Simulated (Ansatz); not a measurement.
Ansatz (an electronic-structure program) input (r2SCAN/def2-TZVP):

Ansatz 0.2 input:
```yaml
crystal:
  periodic: [false, false, false]
  atoms:
    - {symbol: Mg, position_ang: [-0.00000000, -0.00000000, -0.75643864]}
    - {symbol: O, position_ang: [0.00000000, 0.00000000, 1.13465797]}
basis:
  gaussian:
    orbitals: def2-TZVP
hamiltonian:
  xc: {name: r2SCAN}
magnetization: {spin_polarized: true, initial_magnetization: 2}
relax: {f_tol: 0.003, max_steps: 100}
```

Output:

```
Functional definition: r2SCAN
integrals: 0.01 GiB planned
439 factors; their error is unknown
mean field: 0.16 GiB planned
mean field evaluation 1: about -7484.6660 eV, gradient 3.0e1 eV
mean field evaluation 2: about -7392.4735 eV, gradient 1.2e2 eV
mean field evaluation 4: about -7488.2967 eV, gradient 2.8e0 eV
mean field evaluation 8: about -7488.3302 eV, gradient 3.2e-2 eV
mean field evaluation 16: about -7488.3302 eV, gradient 1.8e-5 eV
mean field -7488.33016332 eV, -275.1910577297 hartree, gradient 1.9e-5 eV, S^2 2.005420; 1 other end points of the search recorded, 0 dependent functions left out
the calculation of the forces begins
reference -7488.33018335 eV, -275.1910584658 hartree; 11, 9 occupied and 52, 54 virtual orbitals, 439 factors
relax step   1: F+E_penalty+E_count = -7488.33016332 eV  Δ(F+E_penalty+E_count) = +0.000e0 eV  max|allowed force component| = 6.340e-2 eV/Å  Δτ_max = 0.0000 Å  (46 SCF iters, accepted)
these checks for a lower state are left out or cut short: starts, cluster_reference, orbital_swaps, neighbouring_geometries, increment
integrals: 0.01 GiB planned
439 factors; their error is unknown
mean field: 0.16 GiB planned
mean field -7488.33026397 eV, -275.1910614282 hartree, gradient 1.2e-5 eV, S^2 2.005399; 0 other end points of the search recorded, 0 dependent functions left out
the calculation of the forces begins
reference -7488.33028400 eV, -275.1910621646 hartree; 11, 9 occupied and 52, 54 virtual orbitals, 439 factors
relax step   2: F+E_penalty+E_count = -7488.33026397 eV  Δ(F+E_penalty+E_count) = -1.006e-4 eV  max|allowed force component| = 3.559e-2 eV/Å  Δτ_max = 0.0010 Å  (30 SCF iters, accepted)
these checks for a lower state are left out or cut short: starts, cluster_reference, orbital_swaps, neighbouring_geometries, increment
integrals: 0.01 GiB planned
439 factors; their error is unknown
mean field: 0.16 GiB planned
mean field evaluation 32: about -7488.3303 eV, gradient 2.8e-5 eV
mean field -7488.33030984 eV, -275.1910631140 hartree, gradient 1.6e-5 eV, S^2 2.005371; 0 other end points of the search recorded, 0 dependent functions left out
the calculation of the forces begins
reference -7488.33032989 eV, -275.1910638509 hartree; 11, 9 occupied and 52, 54 virtual orbitals, 439 factors
relax step   3: F+E_penalty+E_count = -7488.33030984 eV  Δ(F+E_penalty+E_count) = -4.587e-5 eV  max|allowed force component| = 3.008e-4 eV/Å  Δτ_max = 0.0013 Å  (31 SCF iters, accepted)
integrals: 0.01 GiB planned
439 factors; their error is unknown
mean field: 0.16 GiB planned
mean field -7488.33030984 eV, -275.1910631140 hartree, gradient 1.6e-5 eV, S^2 2.005371; 2 other end points of the search recorded, 0 dependent functions left out
the calculation of the forces begins
reference -7488.33032989 eV, -275.1910638509 hartree; 11, 9 occupied and 52, 54 virtual orbitals, 439 factors
Total energy: -7488.33032989 eV, -275.1910638509 hartree
Atom 0 at    -0.000000     0.000000    -0.754127 Å, force    -0.000000     0.000000    -0.000301 eV/Å
Atom 1 at     0.000000    -0.000000     1.132347 Å, force     0.000000    -0.000000     0.000301 eV/Å
Dipole moment:     0.000000    -0.000000    -0.638049 e Å
```

This is an excited triplet: at this geometry the singlet lies 0.07 eV lower at CCSD(T)/CBS(def2-TZVPPD,def2-QZVPPD).
